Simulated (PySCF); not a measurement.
AlF2H4NO2Si, SMILES F[SiH](F)[NH][Al]([OH])[OH]. Atoms are numbered in the order given.

```xyz
11

Si    -0.2190    -1.4950     0.0000
F      0.1856    -2.4112     1.2751
F      0.1856    -2.4112    -1.2751
N      0.6515    -0.0269     0.0000
Al     0.0258     1.6529     0.0000
O      1.0318     3.0167     0.0000
O     -1.6595     1.8215     0.0000
H     -1.6700    -1.2631     0.0000
H      1.6652    -0.1424     0.0000
H      1.9893     3.0754     0.0000
H     -2.1336     2.6569     0.0000
```
Charge 0, spin multiplicity 1.

Coordinates come from a B3LYP-D3(BJ)/def2-SVP optimisation. The structure was generated by enumeration; whether it is a known compound was not checked. The values are those of a single conformer.

The numbers are results of PySCF with PBE/def2-TZVP, not measurements.

Symmetry labels are those of the subgroup Cs that the program uses (full group Cs).

Computed valence orbital energies around the gap with their symmetry:
| orbital | symmetry | energy (eV) |
|---|---|---|
| HOMO−7 | A' | -9.68 |
| HOMO−6 | A" | -9.46 |
| HOMO−5 | A' | -8.67 |
| HOMO−4 | A" | -8.15 |
| HOMO−3 | A' | -8.14 |
| HOMO−2 | A' | -8.03 |
| HOMO−1 | A" | -7.57 |
| HOMO | A" | -6.99 |
| LUMO | A' | -1.49 |
| LUMO+1 | A" | -0.08 |
| LUMO+2 | A' | 0.14 |
| LUMO+3 | A' | 0.50 |
